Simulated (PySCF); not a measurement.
CH3BrFGa. Atoms are numbered in the order given.

```xyz
7

Ga     0.0608     0.7470     0.0000
F      1.7298     1.3037     0.0000
Br    -0.1145    -1.5432     0.0000
C     -1.4051     2.0400     0.0000
H     -2.3761     1.5273     0.0000
H     -1.3189     2.6770     0.8932
H     -1.3189     2.6770    -0.8932
```

Geometry: B3LYP-D3(BJ)/def2-SVP.

Calculation: PySCF with PBE/def2-TZVP.

Isolated molecule, no solvent.

```yaml
total_energy: -4638.10676 hartree
point_group: Cs
highest_occupied_level: -7.19 eV
lowest_empty_level: -1.90 eV
orbital_gap: 5.29 eV
dipole_moment: 2.93 D
quadrupole, principal values (traceless, Buckingham form, about the centre of nuclear charge): -9.11, 4.44, 4.67 D·Å
mean_static_polarisability: 60.6 bohr³ (8.97 Å³)
polarisability_principal_values: 45.1, 55.4, 81.1 bohr³
```
